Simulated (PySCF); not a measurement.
Molecule: SMILES Sc1ccccc1, C$_{6}$H$_{6}$S.

Cartesian coordinates in Å; atom numbers follow the order of the lines, from 1:
```xyz
13

S     2.8278   -0.2651    0.1747
C     1.0660   -0.1388    0.0671
C     0.3169   -1.3062    0.1456
C    -1.0610   -1.2427    0.0670
C    -1.6972   -0.0217   -0.0877
C    -0.9466    1.1390   -0.1652
C     0.4335    1.0866   -0.0900
H     3.0704    1.0396    0.0606
H     0.8185   -2.2542    0.2675
H    -1.6403   -2.1517    0.1273
H    -2.7738    0.0250   -0.1474
H    -1.4339    2.0954   -0.2847
H     1.0154    1.9953   -0.1526
```

Frames of a GFN2-xTB Langevin trajectory at 600 K; GIAO PBE0/pcSseg-1 shieldings in PySCF, gas phase, non-relativistic; equivalent atoms averaged within each frame.

Shifts are taken against calculated references (same method and geometry level): ³³S (σref 503.73) vs CS2; ¹³C (σref 186.93) and ¹H (σref 31.72) against TMS. The references are static minima.

Q: How do the shifts (ppm) fluctuate along the trajectory?

A: 
```tsv
time (fs)	S1	C2	C3/C7	C5	C4/C6	H11	H9/H13	H10/H12	H8
optimised geometry	0	143.1	130.9	128.8	134.6	7.24	7.32	7.46	3.60
250	1	148.8	136.1	132.6	132.6	7.44	7.37	7.15	4.52
425	-85	136.0	149.1	138.7	138.3	8.37	8.84	7.43	2.90
625	-11	149.3	137.5	129.9	136.7	7.55	8.41	8.29	4.22
800	103	153.6	137.8	127.0	129.6	7.45	8.07	7.07	6.20
1000	-20	133.9	143.8	130.2	137.8	7.29	8.22	7.77	3.89
mean of frames	-3	144.3	140.9	131.7	135.0	7.62	8.18	7.54	4.35
standard deviation	68	8.8	5.5	4.4	3.8	0.43	0.54	0.50	1.20
```

5 frames give an uncertainty of the mean of about the standard deviation over 2.2 at best, since frames this close in time may not be independent; classical motion lacks zero-point vibration, and the reference would need the same averaging.
